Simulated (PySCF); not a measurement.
C4H4ClF, SMILES ClC(/C=C\F)=C. Atoms are numbered in the order given.

```xyz
10

C      1.1048    -1.9845     0.0000
C      0.4670    -0.8020     0.0000
Cl    -1.2869    -0.7829     0.0000
C      1.1705     0.4759     0.0000
C      0.7055     1.7332     0.0000
F     -0.5772     2.0801     0.0000
H      0.5566    -2.9269     0.0000
H      2.1967    -2.0150     0.0000
H      2.2608     0.3940     0.0000
H      1.3714     2.6013     0.0000
```
Charge 0, spin multiplicity 1.

Coordinates come from a B3LYP-D3(BJ)/def2-SVP optimisation. The structure was generated by enumeration; whether it is a known compound was not checked. Other conformers were not sampled.

These are PBE/pcSseg-1 run with PySCF values and carry that method's errors.

GIAO shieldings, no solvent; atoms listed in one row are averaged. δ = σ(ref) − σ: ¹³C against TMS (σ = 182.0 ppm); ³⁵Cl against HCl (σ = 936.5 ppm); ¹⁹F against CFCl3 (σ = 133.6 ppm); ¹H against TMS (σ = 31.49 ppm), references at their B3LYP-D3(BJ)/def2-TZVP geometries, non-relativistic (without spin–orbit terms, shifts of atoms bonded to Cl or Br come out too high).

Task: Estimate the chemical shifts. (Estimate from the structure and the level; the computed values follow.)

Result: 
```
nucleus  atoms  count  δ (ppm)
-------  -----  -----  -------
¹³C         C5      1    159.1
¹³C         C2      1    150.0
¹³C         C1      1    121.5
¹³C         C4      1    116.6
³⁵Cl       Cl3      1    284.2
¹⁹F         F6      1   -120.4
¹H         H10      1     6.81
¹H          H8      1     5.62
¹H          H7      1     5.51
¹H          H9      1     5.44
```
